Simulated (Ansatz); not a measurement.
A run for Ansatz (an electronic-structure program): R-wB97M-V/def2-TZVPP on AsBH4O2 (SMILES OB(O)[AsH2]), a point of a torsion scan.

Ansatz 0.2 input:
```yaml
crystal:
  periodic: [false, false, false]
  atoms:
    - {symbol: O, position_ang: [-1.13041284, -1.16721678, 0.36757883]}
    - {symbol: B, position_ang: [-0.41732329, -0.06499258, 0.07620227]}
    - {symbol: O, position_ang: [-1.06637147, 1.12927838, 0.09435778]}
    - {symbol: As, position_ang: [1.56896165, -0.34873265, -0.34479800]}
    - {symbol: H, position_ang: [-2.05807058, -1.02683732, 0.57057852]}
    - {symbol: H, position_ang: [-0.56104944, 1.91326026, -0.11556257]}
    - {symbol: H, position_ang: [1.95079679, -0.18317807, 1.10192973]}
    - {symbol: H, position_ang: [1.47641015, -1.82409731, -0.13022148]}
basis:
  gaussian:
    orbitals: def2-TZVPP
hamiltonian:
  xc: {name: wB97M-V}
scf: {lower_state_search: off}
```

Q: Give the final energy of this run.

A: -2413.5752 hartree.

Q: How many basis functions does it have, and what does it roughly cost on one machine?

A: 197 functions; around 8 core-seconds (rough).
